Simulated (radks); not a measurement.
Results of a calculation; reference values are marked as such.
Coherent X-ray form factor from a spherical all-electron density. Level of theory: scalar-relativistic Kohn-Sham, r2SCAN, spin-polarised, spherical densities, finite nucleus; meta-GGA in the generalised Kohn-Sham scheme; Fermi nuclear charge, rms radius of each element as measured or else 0.836 A^(1/3) + 0.57 fm (a radial shooting solver on a logarithmic mesh with Libxc functionals).

| sin(theta)/lambda (1/angstrom) | f0 (electrons) |
|---|---|
| 0.05 | 36.947 |
| 0.1 | 36.790 |
| 0.15 | 36.530 |
| 0.2 | 36.171 |
| 0.25 | 35.720 |
| 0.3 | 35.183 |
| 0.4 | 33.883 |
| 0.5 | 32.343 |
| 0.6 | 30.642 |
| 0.8 | 27.063 |
| 1 | 23.655 |
| 1.25 | 20.054 |
| 1.5 | 17.254 |
| 2 | 13.233 |

The species is in the configuration that NIST lists as its ground one. Which atom or ion scatters so?

Answer. The lutetium ion Lu34+, [Kr] 4d1. Extrapolating in s^2 from the first two rows gives f0(0) = 37.0, near the electron count 37; among species with that count, the fall with angle is slower the higher Z, and the table is that of Z = 71; from so few rows the species is fixed only to a neighbour or two.
